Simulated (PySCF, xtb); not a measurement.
C₂H₆FNbS, SMILES [CH3][Nb]([F])([CH3])=[S], multiplicity 1.

GFN2-xTB in xtb at its own geometry gives an orbital gap of 1.85 eV and a dipole moment of 5.38 D.

The structure is a stationary point at B3LYP-D3(BJ)/def2-SVP. The spin state was assumed, not searched. The def2 effective core potentials stand for the cores of Nb; spin–orbit coupling is left out.

**Question.** What does PBE/def2-TZVP (PySCF) give? (Estimate from the structure and the level; the computed values follow.)

**Answer.** gap 3.29 eV (levels -6.64 and -3.35 eV), dipole 2.76 D.
